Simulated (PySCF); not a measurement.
Geometry:
```tsv
atom	x (Å)	y (Å)	z (Å)
Cl1	-1.848	-2.339	1.236
C2	-0.822	-0.904	0.875
C3	-1.619	0.047	-0.016
C4	-1.045	1.434	0.000
C5	0.172	1.737	-0.423
C6	1.147	0.736	-0.966
C7	1.533	-0.328	0.067
C8	0.471	-1.412	0.252
H9	-0.625	-0.435	1.843
H10	-1.623	-0.347	-1.037
H11	-2.651	0.079	0.335
H12	-1.686	2.211	0.390
H13	0.510	2.763	-0.374
H14	2.048	1.255	-1.294
H15	0.713	0.238	-1.838
H16	2.451	-0.819	-0.263
H17	1.738	0.155	1.025
H18	0.245	-1.867	-0.715
H19	0.880	-2.194	0.897
```

Geometry: GFN2-xTB; GIAO shifts from PySCF, gas phase, non-relativistic, averaged over equivalent atoms.

At LC-wPBE/pcSseg-1 (198 basis functions, 88 s wall time on 1 thread of an Arm Neoverse N1, shared host):
| atoms | δ (ppm) |
| --- | --- |
| C5 | 148.9 |
| C4 | 141.0 |
| C2 | 59.4 |
| C8 | 45.7 |
| C3 | 40.6 |
| C6 | 29.1 |
| C7 | 28.3 |
| H13 | 6.42 |
| H12 | 6.18 |
| H9 | 3.30 |
| H10 | 2.58 |
| H11 | 2.53 |
| H19 | 2.33 |
| H14 | 2.12 |
| H15 | 2.01 |
| H18 | 1.77 |
| H16 | 1.58 |
| H17 | 1.12 |

Chemical shifts δ = σref − σ; TMS for 13C (σ = 191.02 ppm) and 1H (σ = 31.78 ppm), all at this level.

**Question.** What do these become at CAM-B3LYP/IGLO-II?

**Answer.** 
```
atoms  δ at CAM-B3LYP/IGLO-II  change
   C5                   147.2    -1.7
   C4                   139.5    -1.5
   C2                    64.0    +4.6
   C8                    50.7    +5.0
   C3                    44.1    +3.5
   C6                    31.9    +2.8
   C7                    31.8    +3.5
  H13                    6.40   -0.02
  H12                    6.18   +0.00
   H9                    3.73   +0.43
  H10                    2.79   +0.21
  H11                    2.75   +0.22
  H19                    2.61   +0.28
  H14                    2.22   +0.10
  H15                    2.22   +0.21
  H18                    1.99   +0.22
  H16                    1.73   +0.15
  H17                    1.35   +0.23
```

Shifts are taken against calculated references (same method and geometry level): 13C (σref 187.46) and 1H (σref 32.23) vs TMS.

The largest change is at C8 (sp3 CH2 in a ring). Cost: 255 basis functions, 95 s wall time on 1 thread of an Arm Neoverse N1, shared host. The order of the carbon signals is the same at both levels.

Carbons that carry Cl, above all several Cl atoms, come out too deshielded, partly because spin–orbit coupling is missing.
